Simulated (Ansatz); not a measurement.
Harmonic frequencies (cm⁻¹) at PBE0-D4/def2-TZVP from Ansatz: 78, 92, 201, 391, 505, 599, 618, 698, 752, 815, 845, 871, 890, 1003, 1006, 1240, 1336, 1351, 1464, 1709, 2124, 2170, 2179, 3152, 3165, 3265, 3608.

Each molecule was computed in one conformer, which needn't be the lowest.

Task: Which molecule is it?
A. `C1[CH2][GeH2][NH]1`
B. `C[N](C)[GeH]`
C. `C=CN[SiH3]`
D. `C=C[NH][GeH3]`

Result: D.
